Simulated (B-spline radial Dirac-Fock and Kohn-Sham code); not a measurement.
K-line shifts caused by a second vacancy in Cs⁷⁺

System: the Cs⁷⁺ ion, 1s2 2s2 2p6 3s2 3p6 3d10 4s2 4p6 4d10 5s2.

Input file task.json (cfg lists n, l and occupation; rrms is the nuclear radius in fm):

```json
{"items": [{
  "Z": 55,
  "q": 7,
  "cfg": [[1, 0, 2], [2, 0, 2], [2, 1, 6], [3, 0, 2], [3, 1, 6], [3, 2, 10], [4, 0, 2], [4, 1, 6], [4, 2, 10], [5, 0, 2]],
  "A": 133,
  "rrms": 4.8041,
  "do": ["binding", "quiet", "double"]
}]}
```

Run with: `python xray_run.py task.json out`

Method: Dirac-Fock energy differences between relaxed states, corrected for Breit and QED terms. Computed with an atomic code on a B-spline grid. Each two-hole energy is an average over J within one jj subconfiguration, not an observable level; in light atoms, where LS coupling holds, the j-resolved values are not observed lines, and for a K spectator the Kα1 hypersatellite is nearly forbidden. Electron correlation is not included.

Lines without a spectator: Kα2 (K-L2) 30623.5 eV, Kα1 (K-L3) 30971.4 eV, Kβ3 (K-M2) 34915.7 eV, Kβ1 (K-M3) 34983.9 eV. Shifts in eV with one spectator hole (a dash: not computed, or left out as unreliable):

```
spectator hole    Kα2     Kα1     Kβ3     Kβ1
    L2 (2p1/2)  +74.1   +94.6       –  +196.4
    L3 (2p3/2)  +69.0   +70.4  +168.9       –
    M2 (3p1/2)      –  +11.89  +26.17   +31.5
    M3 (3p3/2)  +8.27       –  +25.89  +25.47
    M4 (3d3/2)  +1.90   -1.07       –       –
    M5 (3d5/2)  -1.75   +0.58       –       –
```

Q: Where does the K-L3 hypersatellite lie, emitted when both K electrons are missing?

A: +676.0 eV from the normal line, at 31647.4 eV. Removing both K electrons costs 73090.8 eV, which is 918.8 eV more than twice the K binding energy.

With n spectator holes in 2p, averaged over the 2p shell (energies in eV):

```
n     KαLⁿ   step  hypersatellite KαʰLⁿ
0  30855.4      –               31522.9
1  30932.1  +76.7               31601.2
2  31010.2  +78.1               31680.8
3  31089.7  +79.4               31761.8
4  31170.4  +80.8               31844.2
5  31252.6  +82.2               31928.0
```

Run: 37 s of CPU time on 1 thread of Intel(R) Xeon(R) Platinum 8488C (shared host), peak memory 0.47 GiB.
